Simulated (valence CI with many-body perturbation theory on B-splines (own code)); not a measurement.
**Forbidden lines of Pb XLIX**

Level of theory: relativistic CI+MBPT: six valence electrons over a frozen Dirac-Fock core [Ar] 3d10, radial functions for each j: 9 s, 9 p, 8 d, 6 f, 3 g, 1 h, with the one-electron correlation potential Σ1, the two-electron term Σ2, the three-electron term Σ3, Breit, model QED; selected CI, second order for the rest, scaled by the run's own slope (own B-spline code, finite nucleus).

No measured spectrum was set against this ion. As an estimate, large intervals hold to a few tenths of a per cent, small ones and those within an open d or f shell to about a per cent. Among the levels kept, up to 630 cm⁻¹ of a level comes from second order outside the variational space, and about a tenth of that is noise between levels of different J, which matters for small intervals.

Lines 1 to 28 of 28 in falling wavelength, among levels below 415.44 eV, chosen from the decays that carry over 1 % of a level's rate. Wavelengths and rates use the calculated energies. Electric multipoles are in the length gauge with retardation, E1 and E2 with the static RPA response of the core. M1 uses the relativistic operator with retardation. S is in atomic units (e²a₀⁴ for E2 and M2, e²a₀⁶ for E3), for M1 in squared Bohr magnetons. Weak lines are less certain than strong ones. Lines between different terms over intervals too small for the method are left out, as are lines whose strength nearly cancels.

Levels are named by their leading jj configuration (3d3/2^4 stands for four electrons in 3d with j = 3/2), which in mixed levels can hold well under half, so a name can repeat and another be missing. Letters in brackets count levels of one name in rising energy.

| λ vac (nm) | Upper | Lower | Type | A (s⁻¹) | S (a.u.) |
| --- | --- | --- | --- | --- | --- |
| 120.2 | (4s^2 4p1/2^2 4p3/2^2) J=0 | (4s^2 4p1/2^2 4p3/2^2) J=2 | E2 | 7.13e+00 | 1.60e-02 |
| 38.98 | (4s^2 4p1/2^2 4p3/2 4d5/2) J=4 | (4s^2 4p1/2^2 4p3/2 4d3/2) J=3 | M1 | 2.00e+05 | 3.96e+00 |
| 36.08 | (4s^2 4p1/2 4p3/2^2 4d5/2) J=5 | (4s^2 4p1/2 4p3/2^2 4d3/2) J=4 | M1 | 2.31e+05 | 4.42e+00 |
| 33.35 | (4s^2 4p1/2 4p3/2^2 4d5/2) J=4 [b] | (4s^2 4p1/2 4p3/2^2 4d3/2) J=3 [a] | M1 | 1.55e+05 | 1.92e+00 |
| 10.99 | (4s^2 4p1/2 4p3/2^2 4d3/2) J=4 | (4s^2 4p1/2^2 4p3/2 4d5/2) J=3 | M1 | 9.74e+04 | 4.31e-02 |
| 8.946 | (4s^2 4p1/2 4p3/2^2 4d5/2) J=4 [a] | (4s^2 4p1/2^2 4p3/2 4d5/2) J=3 | M1 | 1.02e+07 | 2.43e+00 |
| 8.533 | (4s^2 4p1/2 4p3/2^2 4d5/2) J=4 [b] | (4s^2 4p1/2^2 4p3/2 4d5/2) J=3 | M1 | 2.67e+06 | 5.53e-01 |
| 8.533 | (4s^2 4p1/2 4p3/2^2 4d5/2) J=4 [b] | (4s^2 4p1/2^2 4p3/2 4d5/2) J=3 | E2 | 9.71e+04 | 3.53e-03 |
| 8.424 | (4s^2 4p1/2 4p3/2^2 4d5/2) J=5 | (4s^2 4p1/2^2 4p3/2 4d5/2) J=3 | E2 | 4.31e+05 | 1.79e-02 |
| 8.203 | (4s^2 4p1/2 4p3/2^3) J=1 | (4s^2 4p1/2^2 4p3/2^2) J=0 | M1 | 1.14e+07 | 6.98e-01 |
| 8.013 | (4s^2 4p1/2 4p3/2^2 4d5/2) J=4 [a] | (4s^2 4p1/2^2 4p3/2 4d5/2) J=4 | M1 | 2.48e+07 | 4.27e+00 |
| 7.935 | (4s^2 4p1/2 4p3/2^3) J=2 | (4s^2 4p1/2^2 4p3/2^2) J=0 | E2 | 4.98e+05 | 6.99e-03 |
| 7.841 | (4s^2 4p1/2 4p3/2^2 4d5/2) J=4 [b] | (4s^2 4p1/2^2 4p3/2 4d5/2) J=2 | E2 | 7.97e+05 | 1.90e-02 |
| 7.712 | (4s^2 4p1/2 4p3/2^2 4d3/2) J=4 | (4s^2 4p1/2^2 4p3/2 4d3/2) J=3 | M1 | 6.04e+06 | 9.24e-01 |
| 7.712 | (4s^2 4p1/2 4p3/2^2 4d3/2) J=4 | (4s^2 4p1/2^2 4p3/2 4d3/2) J=3 | E2 | 1.36e+06 | 2.98e-02 |
| 7.679 | (4s^2 4p1/2 4p3/2^2 4d5/2) J=4 [b] | (4s^2 4p1/2^2 4p3/2 4d5/2) J=4 | M1 | 4.17e+06 | 6.30e-01 |
| 7.679 | (4s^2 4p1/2 4p3/2^2 4d5/2) J=4 [b] | (4s^2 4p1/2^2 4p3/2 4d5/2) J=4 | E2 | 8.98e+05 | 1.93e-02 |
| 7.679 | (4s^2 4p1/2 4p3/2^3) J=1 | (4s^2 4p1/2^2 4p3/2^2) J=2 | M1 | 3.30e+07 | 1.66e+00 |
| 7.679 | (4s^2 4p1/2 4p3/2^3) J=1 | (4s^2 4p1/2^2 4p3/2^2) J=2 | E2 | 1.50e+06 | 1.07e-02 |
| 7.591 | (4s^2 4p1/2 4p3/2^2 4d5/2) J=5 | (4s^2 4p1/2^2 4p3/2 4d5/2) J=4 | M1 | 6.43e+06 | 1.15e+00 |
| 7.591 | (4s^2 4p1/2 4p3/2^2 4d5/2) J=5 | (4s^2 4p1/2^2 4p3/2 4d5/2) J=4 | E2 | 1.32e+06 | 3.26e-02 |
| 7.496 | (4s^2 4p1/2 4p3/2^2 4d3/2) J=4 | (4s^2 4p1/2^2 4p3/2 4d3/2) J=2 | E2 | 6.35e+05 | 1.21e-02 |
| 7.491 | (4s^2 4p3/2^4) J=0 | (4s^2 4p1/2 4p3/2^3) J=2 | E2 | 6.88e+06 | 1.45e-02 |
| 7.443 | (4s^2 4p1/2 4p3/2^3) J=2 | (4s^2 4p1/2^2 4p3/2^2) J=2 | M1 | 2.04e+07 | 1.56e+00 |
| 7.443 | (4s^2 4p1/2 4p3/2^3) J=2 | (4s^2 4p1/2^2 4p3/2^2) J=2 | E2 | 2.30e+06 | 2.34e-02 |
| 7.266 | (4s^2 4p3/2^4) J=0 | (4s^2 4p1/2 4p3/2^3) J=1 | M1 | 8.69e+07 | 1.24e+00 |
| 7.034 | (4s^2 4p1/2 4p3/2^2 4d5/2) J=3 [b] | (4s^2 4p1/2^2 4p3/2 4d5/2) J=4 | M1 | 1.85e+07 | 1.67e+00 |
| 5.668 | (4s^2 4p1/2^2 4p3/2 4d5/2) J=4 | (4s^2 4p1/2^2 4p3/2^2) J=2 | M2 | 1.53e+04 | 7.20e-05 |
